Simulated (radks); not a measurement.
The numbers below are computed, except where a source is named.
Q: These are the eigenvalues of the occupied orbitals of an atom or ion with whole-number occupations (Ry). Code: a radial shooting solver on a logarithmic mesh with Libxc functionals. Model: scalar-relativistic Kohn-Sham, BLYP, spin-polarised, spherical densities, finite nucleus; Fermi nuclear charge, rms radius of each element as measured or else 0.836 A^(1/3) + 0.57 fm.

orbital  eigenvalue
1s up     -3812.468
1s down   -3812.468
2s up     -632.8224
2s down   -632.8195
2p up     -562.5112
2p down   -562.5091
3s up     -141.1490
3s down   -141.0141
3p up     -119.4614
3p down   -119.3272
3d up     -91.16687
3d down   -91.06375
4s up     -28.85536
4s down   -28.54254
4p up     -21.71460
4p down   -21.40534
4d up     -11.91169
4d down   -11.60804
5s up      -4.56652
5s down    -4.41195
5p up      -2.87903
5p down    -2.76604
4f up      -1.32829
4f down    -1.06898

Which element is it, and in what charge state? The configuration may be excited. Open shells, if any, are filled with parallel spins first.

A: Z = 65, terbium, charge +2: Tb2+ in [Xe] 4f9. The list shows which subshells hold electrons but not how many an open one holds; the 1s level, -1906.2 hartree, gives Z - s = 61.7 by -(Z - s)^2/2, which with screening and relativity narrows Z to a few neighbours, and the depths of the outer levels then fix element, charge and occupations together.
